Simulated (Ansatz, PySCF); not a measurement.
Gas-phase reaction in SMILES: N[Si](N)(N)O -> N[Si](N)(N)[O] + H atom (the H-O bond at the site shown breaks; other sites are not compared here)
Each molecule is optimised on its own at B3LYP-D3(BJ)/def2-TZVP (Ansatz, a quantum-chemistry and plane-wave program), one conformer each, not searched for the lowest. Frequencies are from Ansatz or PySCF.

Property: bond dissociation energy (enthalpy at 298 K, with B3LYP-D3(BJ) rigid-rotor harmonic-oscillator terms), in kcal/mol. Correlated levels leave the core frozen unless marked. Open shells are spin-unrestricted. No spin-orbit coupling. No relativistic terms. CBS marks a two-point X^-3 extrapolation of the correlation energy; Hartree-Fock from the larger set.

| level | program | bond dissociation energy (kcal/mol) |
|---|---|---|
| BLYP/def2-TZVPD | Ansatz | [?] |
| PBE0/def2-SVP | Ansatz | 110.3 |
| PBE0-D3(BJ)/def2-TZVP | Ansatz + dftd3 | 111.3 |
| PBE0/def2-TZVP | Ansatz | 110.9 |
| BHLYP-D4/def2-TZVPD | Ansatz + dftd4 | [?] |
| r2SCANh/def2-TZVPD | Ansatz | 110.1 |
| HSE06-D4/def2-TZVPD | Ansatz + dftd4 | [?] |
| CAM-B3LYP-D4/def2-TZVPD | Ansatz + dftd4 | 115.1 |
| wB97M-V/def2-TZVPD | Ansatz | [?] |
| PBE-QIDH/def2-TZVPD | Ansatz | 117.5 |
| CCSD(T) with core electrons (1s frozen past Ne)/cc-pwCVTZ | Ansatz | 118.1 |
| CCSD(T)/CBS(cc-pV(T+d)Z,cc-pV(Q+d)Z) | Ansatz | 120.7 |

Fill in the missing entries.


- BLYP/def2-TZVPD, bond dissociation energy (kcal/mol): 103.7
- BHLYP-D4/def2-TZVPD, bond dissociation energy (kcal/mol): 113.0
- HSE06-D4/def2-TZVPD, bond dissociation energy (kcal/mol): 111.6
- wB97M-V/def2-TZVPD, bond dissociation energy (kcal/mol): 117.1
